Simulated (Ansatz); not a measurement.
Total energies of ClCu (`[Cl][Cu]`).

```xyz
2

Cl    0.872    0.435   -0.357
Cu   -0.872   -0.435    0.357
```

The species carries charge 0 and has multiplicity 1. Correlated methods include outer-core shells of Cu, which these sets cover unevenly. Scalar relativity is left out up to krypton. All single points use the PBE0-D4/def2-TZVP geometry. Basis def2-TZVPP, Ansatz 0.2.0.

RPA on PBE orbitals: Hartree–Fock energy of these orbitals -2098.43809 Eh, correlation -1.32543 Eh (frozen core).

```tsv
functional	energy without D4 (Eh)	D4 term (kJ/mol)
LDA (SPW92)	-2096.52058	–
PBE	-2100.34058	-2.9
BLYP	-2100.86963	-6.4
r2SCAN	-2100.72444	-0.5
B97M-V	-2100.30931	–
B3LYP	-2100.83710	-4.9
r2SCANh	-2100.70237	-0.6
r2SCAN0	-2100.67103	-0.7
HSE06 (plane-wave form)	-2100.36534	-2.3
BHLYP	-2100.71384	-4.7
CAM-B3LYP	-2100.89010	-2.5
ωB97X-V	-2100.54124	–
B2PLYP	-2100.47072	–
PBE-QIDH	-2100.16249	–
```

Question: Give the same for revPBE, PBE0, LC-ωPBE, ωB97M-V. (Best estimate.)

Answer: The calculation gave: 
```json
{"functional": "revPBE", "energy without D4 (Eh)": "-2100.58909", "D4 term (kJ/mol)": "-7.2"}
{"functional": "PBE0", "energy without D4 (Eh)": "-2100.37563", "D4 term (kJ/mol)": "-2.4"}
{"functional": "LC-ωPBE", "energy without D4 (Eh)": "-2100.43528", "D4 term (kJ/mol)": "–"}
{"functional": "ωB97M-V", "energy without D4 (Eh)": "-2100.66092", "D4 term (kJ/mol)": "–"}
```

B3LYP takes the VWN-RPA correlation (the form of Gaussian; ORCA's B3LYP/G). HSE06 is the plane-wave form, built on full-range PBE exchange. The double hybrids freeze the cores in their second-order part.

LC-ωPBE has ω = 0.4 bohr⁻¹.
